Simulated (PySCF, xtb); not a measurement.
B(Me)(NCO)(OH) (C2H4BNO2), SMILES CB(O)N=C=O. One conformer was computed; it need not be the lowest.

Harmonic wavenumbers (cm⁻¹) from GFN2-xTB (xtb) at its own minimum, in rising order: 40, 73, 91, 285, 413, 423, 506, 517, 587, 681, 863, 866, 906, 1154, 1286, 1389, 1485, 1494, 1565, 2516, 3030, 3036, 3048, 3625.

**Question.** What does PBE0-D3(BJ)/def2-SVP in PySCF give at its own minimum? (The exact figures need the calculation; the answer reports its results.)

**Answer.** 29, 82, 96, 318, 446, 471, 598, 603, 635, 661, 849, 892, 960, 1209, 1315, 1390, 1430, 1456, 1641, 2513, 3055, 3145, 3158, 3924. Paired by order, the mean absolute difference is 53 cm⁻¹ and the zero-point energies are 42.7 and 44.1 kcal/mol.
